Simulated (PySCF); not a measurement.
## Excitation energy of Cl⁺ by level of theory

Cl⁺ [Ne] 3s2 3p4 (3P) → Cl⁺ [Ne] 3s1 3p5 (3P), as a difference of total energies. Calculation: PySCF 2.14, in x2c-TZVPPall with one added diffuse shell each of s, p, d type (6s6p4d1f, 51 functions); scalar relativity by spin-free X2C-1e. Correlated levels: valence: [Ne] frozen. The calculations carry no spin-orbit coupling.

| method | excitation energy (eV) | error (eV) |
| --- | --- | --- |
| UHF | 14.477 | +2.904 |
| MP2 (valence) | 13.135 | +1.562 |
| SCS-MP2 (valence) | 12.971 | +1.398 |
| CCSD (valence) | 12.022 | +0.449 |
| CCSD(T) (valence) | 11.605 | +0.032 |

Reference: 11.573 eV (measured; NIST levels, between the centres of gravity of the two terms).

Errors of the correlated levels include the incompleteness of this basis and the frozen core.

The coupled-cluster amplitudes are large for the upper state (T1 above 0.03 or a double amplitude above 0.15), so a single reference is strained.
